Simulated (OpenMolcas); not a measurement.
**Ne⁴⁺: effect of the basis set**

```
Program             : OpenMolcas
Method              : SS-CASPT2, IPEA 0.25 Eh, imaginary shift 0.1 Eh (closed shells correlated: 1s)
Active space        : 4 electrons in 8 orbitals (2s 2p 3s 3p)
State averaging     : 2S+1 = 3 even, 3 roots; 2S+1 = 1 even, 6 roots; 2S+1 = 5 odd, 1 root; 2S+1 = 3 odd, 9 roots; 2S+1 = 1 odd, 8 roots
Spin-orbit coupling : RASSI with atomic mean-field integrals over the reference wave functions, term energies averaged over their components
```

A. ANO-RCC-VTZP [4s3p2d1f], DKH2, point nucleus; CASPT2 step of the order of 6 core-seconds
B. ANO-R2 [4s4p2d1f], X2C, finite nucleus; CASPT2 step roughly 12 core-seconds
C. ANO-RCC-VQZP [5s4p3d2f1g], DKH2, point nucleus; CASPT2 step about 10 core-seconds
D. ANO-RCC [8s7p4d3f2g], DKH2, point nucleus; CASPT2 step of the order of 14 core-seconds

Energies in cm-1 above 2s2 2p2 3P0, the measured ground level; measured values from NIST levels in Podobedova, Fuhr, Reader and Wiese, J. Phys. Chem. Ref. Data 33, 525 (2004).

| Level | A | B | C | D | Measured |
| --- | --- | --- | --- | --- | --- |
| 2s2 2p2 3P0 | 0.0 | 0.0 | 0.0 | 0.0 | 0.0 |
| 2s2 2p2 3P1 | 401 | 391 | 393 | 396 | 412 |
| 2s2 2p2 3P2 | 1156 | 1128 | 1135 | 1143 | 1110 |
| 2s2 2p2 1D2 | 30860 | 31060 | 30620 | 30490 | 30292 |
| 2s2 2p2 1S0 | 64050 | 64390 | 63840 | 63650 | 63914 |
| 2s 2p3 5S* 2 | 86650 | 86040 | 87010 | 87290 |  |
| 2s 2p3 3D* 1 | 175250 | 174950 | 174980 | 174930 |  |
| 2s 2p3 3D* 2 | 175260 | 174950 | 174980 | 174940 | 175905 |
| 2s 2p3 3D* 3 | 175280 | 174980 | 175010 | 174960 |  |
| 2s 2p3 3P* 0 | 208370 | 208100 | 208010 | 207890 | 208193 |
| 2s 2p3 3P* 1 | 208390 | 208120 | 208030 | 207910 |  |
| 2s 2p3 3P* 2 | 208420 | 208140 | 208060 | 207930 |  |
| 2s 2p3 1D* 2 | 272170 | 271950 | 271290 | 270960 | 270564 |
| 2s 2p3 3S* 1 | 280330 | 279900 | 279490 | 279210 |  |
| 2s 2p3 1P* 1 | 304990 | 304660 | 304000 | 303600 |  |

Deviations, from unrounded energies. A percentage is the sum of absolute deviations over the sum of measured energies, with the sign that they share, or ± where signs differ.

```json
{"Against measurement": "mean absolute deviation (cm-1)", "Levels": "7", "A": "460", "B": "530", "C": "330", "D": "310"}
{"Against measurement": "fine structure of the ground term (%)", "Levels": "2", "A": "±3.8", "B": "±2.6", "C": "±2.9", "D": "±3.2"}
{"Against measurement": "other terms of the ground configuration (%)", "Levels": "2", "A": "+0.8", "B": "+1.3", "C": "±0.4", "D": "±0.5"}
{"Against measurement": "other configurations (%)", "Levels": "3", "A": "±0.4", "B": "±0.4", "C": "±0.3", "D": "±0.3"}
```

C, D lie about equally close to measurement and B furthest from it. The largest miss of D in the table is 2s 2p3 3D* 2, by -970 cm-1. The ranking rests on the paired levels alone, and a cruder setting can come out closer through cancelling errors.

Among A to D the level of the table that moves most is 2s 2p3 1P* 1, by 1400 cm-1 (lowest in D, highest in A). Moves below CASPT2's spread within the term are not significant.

CASPT2 does not keep the components of a term degenerate, so their means are used; among the terms shown or strongly mixed into the levels shown the widest spread is 24 cm-1 (2s 2p3 1D*, B). Active for correlation alone: 3p 3s; no level in the range computed is led by a configuration that fills them, so any true level of that kind is missing. Computed and measured levels are paired by configuration, term and J; levels that our copy of the source lacks, or whose pairing is in doubt (as where it misses far off the trend of its configuration), stay unpaired and out of the deviations. Only configurations of the active space appear.

* marks odd parity.
